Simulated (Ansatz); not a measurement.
CH3AlBr2 (`[CH3][Al]([Br])[Br]`), relaxed with RKS PBE0-D4/def2-TZVP in the Gaussian-basis code of Ansatz from a PBE-D4/def2-SVP geometry. The force threshold is 0.005 eV/Å; the program also tests the step.

The species carries charge 0 and has multiplicity 1.

Start:

```xyz
7

C    -0.923    0.388   -0.061
Al    0.870   -0.366    0.041
Br    1.899   -0.670    2.040
Br    2.019   -0.977   -1.817
H    -1.276    0.467   -1.108
H    -1.642   -0.241    0.507
H    -0.947    1.399    0.397
```

How much energy does the relaxation release, and in how many steps? (Estimate.)

Computed: 0.49 kcal/mol, in 3 steps.

Which bonds change most? (An estimate is asked.)

Computed: Al2–Br4 from 2.269 to 2.250 Å; Al2–Br3 from 2.269 to 2.250 Å; C1–Al2 from 1.947 to 1.930 Å; C1–H6 from 1.110 to 1.094 Å.

Give the relaxed structure. (Best estimate.)

Ansatz gave: 
```xyz
7

C    -0.919    0.386   -0.061
Al    0.858   -0.361    0.038
Br    1.882   -0.664    2.019
Br    2.007   -0.971   -1.798
H    -1.268    0.464   -1.092
H    -1.623   -0.235    0.501
H    -0.937    1.381    0.392
```
